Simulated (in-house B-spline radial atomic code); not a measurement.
Sr. Computed with a B-spline radial atomic code. Model: non-relativistic spherical atom: semilocal Troullier-Martins pseudo-atom, one channel per l, against all electrons, high spin, G0W0 and RPA with empty states to l = 8, local potential for every l without a channel, a model core (radius 0 = none) keeps its share of the functional.

Without relativity these are model numbers for so heavy an element.

What the tables leave out is listed at the end.

The pseudopotential gives back the lowest level of each angular momentum of its own functional in the configuration it was made in; a second state of the same l is only approximately right. Exact exchange, RPA and GW see the smooth pseudo-orbitals and miss the exchange with the core, for which the functional's share stands in. The column with an uncorrelated core keeps all orbitals and exact exchange, and so separates missing core correlation from pseudisation. Only the three outermost levels and the lowest empty one were computed. RPA here is direct RPA, with no exchange kernel, and its energies carry an (l + 1/2)⁻⁴ tail. A hybrid on a potential with a model core restores only its own semilocal share of the core's exchange.

Command:
```bash
python run_psgw.py task.json out
```
Settings (lengths in bohr, energies in hartree):
```
Z                      38
electrons              38
configuration          [Kr] 5s2
generated_in           [Kr] 5s2
functional             pbe,pbe
core_shells            6
radius_factor          1.15
core_correction        False
ion_configuration      [Kr] 5s1
```

Cost of the run: 76 s on 1 thread of Arm Neoverse N1 (shared host).

Given: made with PBE; model core radius 0 bohr; local radius 1.552 bohr; mean-field start PBE.

Valence shells of the generating configuration: 4s, 4p, 5s.

Channel: s 1.412, p 1.53, d 2.348 (radii in bohr).

Computed: largest level miss in the spin-unpolarised generating configuration 0.031 eV; valence RPA correlation energy all-electron orbitals -0.4894 hartree; valence RPA correlation energy pseudo -0.51555 hartree; pseudo-atom RPA polarisability 138.56 bohr³; ionisation by mean-field all-electron 5.6181 eV; ionisation by RPA all-electron 6.0537 eV; ionisation by RPA pseudo minus all 0.044 eV.

| level | occupied | mean-field all-electron (eV) | mean-field pseudo minus all (eV) | G0W0 all-electron (eV) | G0W0 uncorrelated core minus all (eV) | G0W0 pseudo minus all (eV) | exchange self-energy all-electron (eV) | exchange self-energy pseudo (eV) |
| --- | --- | --- | --- | --- | --- | --- | --- | --- |
| 5s | 1 | -3.4788 | -0.031 | -5.6626 | 0.023 | -0.041 | -6.7766 | -6.3579 |

Question: What is the all-electron RPA polarisability, core included?

Answer: 140.82 bohr³.

Question: What is the ionisation by mean-field pseudo minus all?

Answer: 0.043 eV.

Given: mean-field start PBE0.

Computed: valence RPA correlation energy all-electron orbitals -0.44985 hartree; pseudo-atom RPA polarisability 119.72 bohr³; ionisation by mean-field all-electron 5.5366 eV; ionisation by mean-field pseudo minus all 0.043 eV; ionisation by RPA all-electron 5.8598 eV; ionisation by RPA pseudo minus all 0.044 eV.

```json
{"level": "5s", "occupied": "1", "mean-field all-electron (eV)": "-3.9936", "mean-field pseudo minus all (eV)": "-0.035", "G0W0 all-electron (eV)": "-5.7599", "G0W0 uncorrelated core minus all (eV)": "0.025", "G0W0 pseudo minus all (eV)": "-0.042", "exchange self-energy all-electron (eV)": "-6.6724", "exchange self-energy pseudo (eV)": "-6.2922"}
{"level": "5p (empty)", "occupied": "0", "mean-field all-electron (eV)": "-0.9469", "mean-field pseudo minus all (eV)": "-0.003", "G0W0 all-electron (eV)": "-0.20841", "G0W0 uncorrelated core minus all (eV)": "0.01", "G0W0 pseudo minus all (eV)": "0.002", "exchange self-energy all-electron (eV)": "-1.3862", "exchange self-energy pseudo (eV)": "-1.2041"}
```

Question: What is the all-electron RPA polarisability, core included?

Answer: 121.82 bohr³.

Question: What is the valence RPA correlation energy pseudo?

Answer: -0.47463 hartree.

Given: mean-field start Hartree-Fock.

Computed: valence RPA correlation energy all-electron orbitals -0.36756 hartree; all-electron RPA polarisability, core included 101.19 bohr³; pseudo-atom RPA polarisability 99.161 bohr³; ionisation by mean-field all-electron 4.6728 eV; ionisation by RPA all-electron 5.5096 eV; ionisation by RPA pseudo minus all 0.044 eV.

```tsv
level	occupied	mean-field all-electron (eV)	mean-field pseudo minus all (eV)	G0W0 all-electron (eV)	G0W0 uncorrelated core minus all (eV)	G0W0 pseudo minus all (eV)	exchange self-energy all-electron (eV)	exchange self-energy pseudo (eV)
5s	1	-4.8561	-0.046	-5.7206	0.024	-0.038	-6.2552	-5.9665
4p	1	-29.883	0.063	-29.714	0.201	0.21	-27.001	-22.959
```

Question: What is the valence RPA correlation energy pseudo?

Answer: -0.38882 hartree.

Question: What is the ionisation by mean-field pseudo minus all?

Answer: 0.044 eV.

Among the listed levels the largest G0W0 shift of the pseudo-atom is +0.21 eV, for 4p on the Hartree-Fock start, while leaving the core uncorrelated moves that level by +0.20 eV. The rest, +0.01 eV, comes from pseudisation and the lost core exchange. Not in the tables (levels of low weight, unsolved or above zero; the highest and the empty levels are kept at any weight): on PBE the G0W0 levels 4p (pseudo minus all -0.01 eV, weights 0.08 and 0.08), 4s (pseudo minus all +0.58 eV, weights 0.02 and 0.04), 4d (pseudo minus all +0.01 eV, weights 0.50 and 0.49); on PBE0 the G0W0 levels 4p (pseudo minus all +0.10 eV, weights 0.57 and 0.56), 4s (pseudo minus all +0.30 eV, weights 0.43 and 0.51); on Hartree-Fock the G0W0 levels 4s (pseudo minus all +0.90 eV, weights 0.50 and 0.42).
